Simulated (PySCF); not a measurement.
A GIAO shielding run with PySCF 2.14 (density fitting, non-relativistic, gas phase) on SMILES C(C(C)C)N[Si@@H](N)F, C$_{4}$H$_{13}$FN$_{2}$Si:

```
$ OMP_NUM_THREADS=1 python probes_run.py task.json out

{"job": {"kind": "nmr", "xc": "PBE0", "basis": "pcSseg-1"}, "charge": 0, "multiplicity": 1}
C     -1.315219    -0.851360     0.833831
C     -1.347575    -0.177764    -0.534087
C     -2.702526     0.479574    -0.780063
C     -0.225539     0.865717    -0.652868
N      1.091136     0.291270    -0.562238
Si     2.225088     0.540163     0.681439
N      3.535581    -0.513261     0.333024
F      2.877236     2.016881     0.611566
H     -1.499398    -0.119166     1.616798
H     -0.342450    -1.304322     1.008393
H     -2.077726    -1.624508     0.898283
H     -1.181753    -0.941555    -1.303682
H     -2.736084     0.935448    -1.766902
H     -2.887074     1.253098    -0.037954
H     -3.499810    -0.256926    -0.714866
H     -0.331986     1.393708    -1.610165
H     -0.328140     1.600996     0.146848
H      1.280363    -0.380387    -1.287952
H      1.628835     0.526338     2.012863
H      4.431458    -0.268694     0.719952
H      3.396665    -1.507264     0.387308
```

Hardware: 1 thread of an Arm Neoverse V2, shared host. The job also computes population analyses, field gradients.

**Question.** How large is the calculation?

**Answer.** 74 electrons, 208 basis functions and 1092 auxiliary functions.

**Question.** How long does it take, and how much memory does it need?

**Answer.** 37 s of wall time, with 12 SCF cycles and 4 response iterations; peak memory 1 GiB. Times on a shared host scatter by some tens of per cent.
